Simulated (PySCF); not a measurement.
# In: excitation energy

In [Kr] 4d10 5s2 5p1 (2P) → In [Kr] 4d10 5s2 6s1 (2S), as a difference of total energies. Computed with PySCF 2.14 in x2c-QZVPPall with one added diffuse shell each of s, p, d, f type (14s10p8d5f1g, 128 functions), with scalar relativity by spin-free X2C-1e. Correlated levels: valence: [Kr] 4d10 frozen; valence and next inner shell: [Ar] 3d10 frozen. The calculations carry no spin-orbit coupling.

| method | excitation energy (eV) |
| --- | --- |
| UHF | 2.696 |
| LDA | 2.831 |
| PBE | 2.713 |
| PBE0 | 2.784 |
| MP2 (valence) | 2.769 |
| SCS-MP2 (valence) | 2.774 |
| MP2 (valence and next inner shell) | 2.737 |

**Question.** Estimate what r2SCAN gives.

**Answer.** 2.944 eV, closest to LDA among the rows shown.

**Question.** Estimate what SCS-MP2 (valence and next inner shell) gives.

**Answer.** 2.719 eV, closest to PBE among the rows shown.

Errors of the correlated levels include the incompleteness of this basis and the frozen core.

For comparison: 2.839 eV (measured; NIST levels, between the centres of gravity of the two terms).
